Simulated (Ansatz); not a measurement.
Species: CeO₂, charge -1, multiplicity 2. The spin state was set by rule; other spins were not relaxed. 
Geometry from a B3LYP-D3(BJ)/def2-TZVP (Ansatz, a first-principles code) optimisation:
```xyz
3

Ce     0.1336    -0.0383     0.1498
O      0.7230     0.3765    -1.5594
O     -1.6919    -0.0989     0.4734
```
Charge -1, spin multiplicity 2.

Total electronic energies in hartree. Cores are frozen in the correlated levels unless marked. Open shells are spin-unrestricted. No spin-orbit coupling. Frozen are the shells of the preceding noble gas and the d and f shells that filled before the atom's block. In def2 rows, elements after Kr have scalar-relativistic effective core potentials. 

```
level                              program  energy (Eh)
--------------------------  --------------  -----------
BHLYP-D3(BJ)/def2-TZVP      Ansatz + dftd3   -625.43921
BHLYP/def2-TZVP                     Ansatz   -625.43637
r2SCAN0-D4/def2-TZVP        Ansatz + dftd4   (withheld)
CAM-B3LYP-D3(BJ)/def2-TZVP  Ansatz + dftd3   (withheld)
RPA@PBE/def2-TZVPP                  Ansatz   -624.27626
CCSD/def2-SVP                       Ansatz   (withheld)
CCSD(T)/def2-SVP                    Ansatz   -623.75736
CCSD(T)/def2-TZVPP                  Ansatz   -624.06144
```

Complete the blanks.


- r2SCAN0-D4/def2-TZVP, energy (Eh): -625.62828
- CAM-B3LYP-D3(BJ)/def2-TZVP, energy (Eh): -625.61038
- CCSD/def2-SVP, energy (Eh): -623.72861
